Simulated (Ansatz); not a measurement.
Consider the cleavage of the B–Si bond: `COB(N)[SiH3]` + `O[SiH3]` → `COB(N)O[SiH3]` + SiH₄.

Program: Ansatz. Geometries: PBE0-D4/def2-TZVP. ΔE: electronic, gas phase. CBS: MP2 limit from def2 TZ/QZ plus the TZ coupled-cluster correction, frozen cores. This one scheme is used for every species. DFT in def2-TZVPP. B3LYP here is the variant with VWN-RPA as its local correlation; programs differ in this. Each species was taken in one conformer, which may not be the lowest.

`COB(N)[SiH3]`:

```xyz
13

C     0.804    1.767    0.474
O     0.843    0.450    0.956
B     0.152   -0.583    0.390
N     0.292   -1.843    0.987
Si   -1.052   -0.407   -1.244
H     0.165    1.868   -0.411
H     1.815    2.087    0.208
H     0.422    2.430    1.254
H    -0.173   -2.665    0.649
H     0.873   -1.993    1.797
H    -0.316    0.077   -2.449
H    -2.181    0.544   -1.024
H    -1.646   -1.732   -1.587
```

`O[SiH3]`:

Cartesian coordinates in Å:
```
O 0.797 -0.999 -0.094
Si -0.352 0.179 -0.017
H 1.701 -0.756 0.105
H -0.444 0.769 1.348
H -1.632 -0.477 -0.368
H -0.071 1.285 -0.974
```

`COB(N)O[SiH3]`:

```xyz
14

C     1.588   -0.233    1.745
O     1.372   -0.921    0.535
B     0.357   -0.549   -0.301
N     0.182   -1.277   -1.495
O    -0.452    0.511    0.046
Si   -1.767    1.261   -0.569
H     2.451   -0.687    2.233
H     0.724   -0.311    2.411
H     1.795    0.827    1.574
H     0.787   -2.042   -1.733
H    -0.521   -1.068   -2.178
H    -2.063    0.780   -1.949
H    -2.944    0.988    0.293
H    -1.511    2.721   -0.612
```

SiH₄:

Z-matrix (Å, degrees):
```
Si
H 1 1.485
H 1 1.485 2 109.5
H 1 1.485 2 109.5 3 -120.0
H 1 1.485 2 109.5 3 120.0
```

(1) Is it downhill or uphill in electronic energy at CCSD(T)/CBS, and by how much? (Estimate.)

(2) What do these levels give: PBE0-D4, B3LYP-D4, B2PLYP, CCSD/def2-TZVPP, HF/def2-QZVPP, CCSD/CBS(def2)? (Estimate.)

Largest T1 diagnostic among the species: 0.013.

Answers

(1) Computed: Downhill: ΔE = -32.8 kcal/mol.

(2) Ansatz gave: PBE0-D4 -30.5, B3LYP-D4 -33.5, B2PLYP -33.7, CCSD/def2-TZVPP -34.3, HF/def2-QZVPP -40.6, CCSD/CBS(def2) -33.9 kcal/mol.

In def2-TZVPP, CCSD(T) changes the Hartree–Fock value by +7.1 kcal/mol (the triples alone add +1.0 kcal/mol) and MP2 by +6.6 kcal/mol. From PBE to PBE0 (25 % exact exchange), in def2-TZVPP and without D4, ΔE moves by −2.5 kcal/mol.
